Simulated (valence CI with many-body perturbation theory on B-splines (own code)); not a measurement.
**Questions on Cd VII**

Level of theory: configuration interaction combined with many-body perturbation theory (CI+MBPT): six valence electrons over a frozen Dirac-Fock core [Kr], radial functions for each j: 7 s, 7 p, 8 d, 6 f, 4 g, 1 h, with the one-electron correlation potential Σ1, the two-electron term Σ2, the three-electron term Σ3, Breit, model QED; selected CI, second order for the rest, scaled by the run's own slope (own B-spline code, finite nucleus).

No measured levels were compared; by estimate terms of the open shell hold to 2 to 4 % of their energy, and close levels can change places; different configurations can be misplaced against each other by 1,000 to 8,000 cm⁻¹. Among the levels kept, up to 840 cm⁻¹ of a level comes from second order outside the variational space, and about a tenth of that is noise between levels of different J, which matters for small intervals. Only levels of the ground parity were solved; by the run's estimate the other parity begins above the list, which can be wrong where configurations are misplaced.

Names give the largest LS component (configuration and term), which can be under half, so a name can repeat, a term be missing and a line seem to break the LS rules; names also repeat where a configuration has a term twice.

Rates and lifetimes use the calculated energies. Strong lines usually hold to 10 to 20 %, long lifetimes can be off by a factor of two.

Task: What is the ground level?

Result: 4d6 5D_4, composition 94 % 4d6 5D + 4 % 4d6 3F, g = 1.489.

Task: How well does LS coupling describe the low levels?

Result: Among the lowest 20 levels the leading LS term, summed over configurations, holds 80 % on average. For single configurations the figures are 78 % in LS and 62 % in jj coupling. Terms mix most in the J = 4 level at 21718 cm⁻¹, where the leading one holds 38 %.

Task: How is the term 5D of the ground level split?

Result: J = 4 at 0.0, J = 3 at 3295, J = 2 at 4753, J = 1 at 5984, J = 0 at 6527 cm⁻¹.

Task: Name the longest-lived excited levels whose lifetime is computed, and their main decay.

Result: 4d6 3H_6 at 22894 cm⁻¹ lives 12800 s, mostly by E2 to 4d6 5D_4.

Task: What is the ionisation energy?

Result: 105.78 eV; NIST lists 105 ± 2 eV (theoretical).
